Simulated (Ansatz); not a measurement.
`O[B](F)[GeH3]` and `F[B](Cl)[GeH3]` differ in one atom or group.

Ansatz, PBE0-D4/def2-TZVP geometries, multiplicity 1. Each molecule was computed in one conformer, which needn't be the lowest.

Scalar relativity is left out up to krypton.

```
                                      property  `O[B](F)[GeH3]`
         HOMO energy (ωB97M-V/def2-TZVPP) / eV           -10.67
         HOMO–LUMO gap (B3LYP/def2-TZVPP) / eV             7.55
            HOMO energy (PBE0/def2-TZVPP) / eV            -8.49
           HOMO–LUMO gap (PBE/def2-TZVPP) / eV             5.73
            LUMO energy (PBE0/def2-TZVPP) / eV            -0.52
zero-point energy (PBE0-D4/def2-TZVP) / kJ/mol            118.3
```

Task: Give the same properties after the change, and the shifts. (An estimate is asked.)

Result: Ansatz gave: 
```json
{"property": "HOMO energy (ωB97M-V/def2-TZVPP) / eV", "`F[B](Cl)[GeH3]`": "-10.71", "shift": "-0.04"}
{"property": "HOMO–LUMO gap (B3LYP/def2-TZVPP) / eV", "`F[B](Cl)[GeH3]`": "6.59", "shift": "-0.96"}
{"property": "HOMO energy (PBE0/def2-TZVPP) / eV", "`F[B](Cl)[GeH3]`": "-8.58", "shift": "-0.09"}
{"property": "HOMO–LUMO gap (PBE/def2-TZVPP) / eV", "`F[B](Cl)[GeH3]`": "4.80", "shift": "-0.93"}
{"property": "LUMO energy (PBE0/def2-TZVPP) / eV", "`F[B](Cl)[GeH3]`": "-1.58", "shift": "-1.06"}
{"property": "zero-point energy (PBE0-D4/def2-TZVP) / kJ/mol", "`F[B](Cl)[GeH3]`": "81.4", "shift": "-36.9"}
```

With PBE0 the HOMO falls by 0.09 eV and the LUMO falls by 1.06 eV, so the gap narrows by about 0.97 eV. PBE moves the HOMO by -0.14 eV and ωB97M-V by -0.04 eV. The zero-point energy changes by -36.9 kJ/mol with -3 modes.

B3LYP here is the variant with VWN-RPA as its local correlation; programs differ in this.
